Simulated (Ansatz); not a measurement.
Coupled-cluster diagnostics for (H3Ge)2O (Ge2OH6), Ansatz.

Geometry of the singlet (r2SCAN-D4/def2-SVP):

Cartesian coordinates in Å:
```
Ge -0.264 -1.555 -0.277
H -1.002 -1.305 -1.606
H 0.660 -2.772 -0.377
H -1.282 -1.719 0.867
O 0.803 -0.174 0.076
Ge 0.354 1.535 0.286
H -0.253 2.069 -1.026
H -0.674 1.658 1.428
H 1.657 2.263 0.631
```

Correlated methods freeze 19 core orbitals; core or outer-core shells of Ge are correlated, in sets that lack core-valence functions.

Problem. Estimate the CCSD(T) correlation energy, the shares of MP2 and (T), T1 and the reference's ⟨S²⟩ for: charge 0, singlet, own geometry in def2-TZVP; and the rough time on 4 threads of Arm Neoverse V2 on a shared host.

Solution. 
```csv
state,basis,correlation (eV),MP2 share (%),(T) share (%),T1,⟨S²⟩ (pure),wall time
"charge 0, singlet, own geometry",def2-TZVP,-21.699,93.5,3.3,0.012,0.00 (0.00),34 s
```
Customary marks for T1 are 0.02 (closed shells), 0.045 (open shells) and about 0.05 (3d metals). T1 stays under 0.02 throughout.
